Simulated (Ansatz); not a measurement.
Geometry optimisation, RKS revPBE/STO-3G in Ansatz.

The input (input.yaml):

```yaml
crystal:
  periodic: [false, false, false]
  atoms:
    - { symbol: C, position_ang: [-1.3041, -0.6047, 0.2687] }
    - { symbol: C, position_ang: [0.1104, -0.1374, 0.2423] }
    - { symbol: O, position_ang: [0.36192, 0.73605, -0.78502] }
    - { symbol: C, position_ang: [0.74249, 0.36809, 1.58166] }
    - { symbol: Al, position_ang: [1.62446, -1.26662, 0.87391] }
    - { symbol: H, position_ang: [-1.8238, -0.2166, 1.2058] }
    - { symbol: H, position_ang: [-1.3945, -1.663, 0.186] }
    - { symbol: H, position_ang: [-1.8723, -0.0882, -0.5962] }
    - { symbol: H, position_ang: [0.46811, 0.18849, -1.66045] }
    - { symbol: H, position_ang: [1.25358, 1.28159, 1.51737] }
    - { symbol: H, position_ang: [0.02024, 0.13693, 2.44197] }
    - { symbol: H, position_ang: [3.0411, -1.95036, 0.46549] }
basis:
  gaussian: { orbitals: STO-3G }
hamiltonian:
  xc: revpbe
relax:
  f_tol: 0.015
  max_steps: 40
output:
  orbitals: {}
```

Run as:

```bash
$ ansatz run input.yaml --threads 1 --pin off --max-ram 2048MiB --backend cpu --events-out ev --progress --plain --runs-dir out
```

Question: Where does it end, and by what steps?

Answer: The run converged. Limits of this set-up: minimal basis. After 18 steps the energy has fallen by 1.439 eV; H8 moved furthest, 0.98 Å.

```csv
step,energy less start (eV),largest force component (eV/Å),accepted
0,0.0000,4.597,yes
1,-1.1928,1.955,yes
2,-1.3114,0.887,yes
3,-1.3269,0.174,yes
4,-1.3309,0.125,yes
5,-1.3350,0.182,yes
6,-1.3306,0.672,no
7,-1.3445,0.150,yes
8,-1.3546,0.262,yes
9,-1.3669,0.593,yes
10,-1.4125,0.142,yes
11,-1.3964,0.447,no
12,-1.4269,0.186,yes
13,-1.4337,0.174,yes
14,-1.4372,0.166,yes
15,-1.4389,0.025,yes
16,-1.4381,0.079,no
17,-1.4390,0.026,yes
18,-1.4391,0.007,yes
```

```xyz
12
Properties=species:S:1:pos:R:3
C -1.274 -0.632 0.204
C 0.212 -0.120 0.168
O 0.375 1.078 -0.694
C 0.852 0.173 1.638
Al 1.690 -1.206 0.683
H -1.977 0.176 0.503
H -1.394 -1.465 0.928
H -1.598 -1.008 -0.791
H 0.030 0.714 -1.609
H 1.321 1.175 1.690
H 0.132 0.064 2.470
H 2.859 -2.166 0.549
```

Whether the end is a true minimum wasn't checked by a vibrational analysis.

Run time: 26 s on 1 thread of Intel(R) Xeon(R) 6975P-C (Granite Rapids), with other jobs on the host, peak memory 0.14 GiB.
